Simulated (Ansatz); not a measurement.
System: BHCl, charge 0, doublet. BHCl (SMILES [BH]Cl, doublet).
B3LYP-D3(BJ)/def2-TZVP minimum from Ansatz (a quantum-chemistry and plane-wave program):
```xyz
3

B     -1.1616     0.4363     0.0257
Cl     0.4653    -0.1115    -0.0041
H     -2.1022    -0.2864    -0.0582
```
Charge 0, spin multiplicity 2.

Total energies in cc-pV(Q+d)Z, 11 correlated electrons, 6 frozen orbitals. UHF or UKS for unpaired electrons; spin-orbit terms are left out. Correlated methods leave the cores frozen. No relativity.

```json
[
 {"method": "HF", "program": "Ansatz", "energy (Eh)": "-484.76408", "minus CCSDT(Q) (mEh)": "329.46"},
 {"method": "MP2", "program": "Ansatz", "energy (Eh)": "-485.05277", "minus CCSDT(Q) (mEh)": "40.78"},
 {"method": "CCSD", "program": "Ansatz", "energy (Eh)": "-485.07778", "minus CCSDT(Q) (mEh)": "15.77"},
 {"method": "CCSD(T)", "program": "Ansatz", "energy (Eh)": "-485.09197", "minus CCSDT(Q) (mEh)": "1.58"},
 {"method": "CCSDT(Q)", "program": "Ansatz", "energy (Eh)": "-485.09355", "minus CCSDT(Q) (mEh)": "0.00"}
]
```

Rough core times of Ansatz's runs on a shared machine: CCSD(T) 50 s, CCSDT(Q) 2 h.
